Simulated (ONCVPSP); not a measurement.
**zinc: from the effect back to the setting (ONCV)**

Base potential:

- Element: zinc (Zn)
- Generator: ONCVPSP 4.0.1
- Type: optimised norm-conserving Vanderbilt (ONCV)
- Functional: PBEsol
- Relativity: scalar-relativistic
- Frozen core: [Ne] 3s2
- Valence charge: 18
- Reference configuration: 3p6 3d10 4s2
- Partial waves: 4s: rc 2.15 bohr, ncon 4, nbas 7, qcut 3.3 1/bohr, 1 projector; 3p: rc 0.85 bohr, ncon 4, nbas 8, qcut 15 1/bohr, 1 projector; 3d: rc 1.50 bohr, ncon 3, nbas 7, qcut 10.5 1/bohr, 2 projectors, debl 3.1 Ha; f scattering state at 0.25 Ha: rc 2.35 bohr, ncon 4, nbas 7, qcut 4.1 1/bohr, 2 projectors, debl 1.2 Ha
- Local potential: polynomial inside 0.85 bohr (lpopt 5, dvloc0 6 Ha)
- Core correction: Teter function, fcfact 1.75, rcfact 1.1

Cutoffs, loose and tight: the cutoffs (Ha) at which the residual kinetic energy of the hardest occupied pseudo-wave falls to 1 and 0.1 mHa per electron. They do not see the model core or the augmentation charge, which bear on the density cutoff. Test errors are all-electron minus pseudo excitation energies from the reference, over the configurations 3p6 3d10 4s1; 3p6 3d10 4s0; 3p6 3d9 4s0; 3p5 3d10 4s2; variants that change the core or the reference have their own tests.

Only the qcut of the d channel is moved:

```json
{"qcut of the d channel (1/bohr)": "6.2", "bound ghosts": "s", "largest test error (meV)": "-1015", "median size of the test errors": "56.5 meV"}
{"qcut of the d channel (1/bohr)": "7.5", "bound ghosts": "s", "largest test error (meV)": "-773", "median size of the test errors": "47.2 meV"}
{"qcut of the d channel (1/bohr)": "8.7", "bound ghosts": "s", "largest test error (meV)": "-610", "median size of the test errors": "40.0 meV"}
{"qcut of the d channel (1/bohr)": "9.8", "bound ghosts": "s", "largest test error (meV)": "-498", "median size of the test errors": "36.3 meV"}
{"qcut of the d channel (1/bohr)": "10.8", "bound ghosts": "s", "largest test error (meV)": "-414", "median size of the test errors": "33.6 meV"}
{"qcut of the d channel (1/bohr)": "11.9", "bound ghosts": "s", "largest test error (meV)": "-335", "median size of the test errors": "31.5 meV"}
{"qcut of the d channel (1/bohr)": "13", "bound ghosts": "s", "largest test error (meV)": "-291", "median size of the test errors": "30.7 meV"}
{"qcut of the d channel (1/bohr)": "15.5", "bound ghosts": "s", "largest test error (meV)": "-263", "median size of the test errors": "30.0 meV"}
```

**Question.** One more run gave bound ghosts: s; largest test error (meV): -272; median size of the test errors: 30.1 meV. Which value of the qcut of the d channel was used?

**Answer.** 14.2 1/bohr. The median size of the test errors moves one way along this sweep, from 56.5 meV at 6.2 to 30.0 meV at 15.5 1/bohr, which places the run between 13 and 15.5 1/bohr.
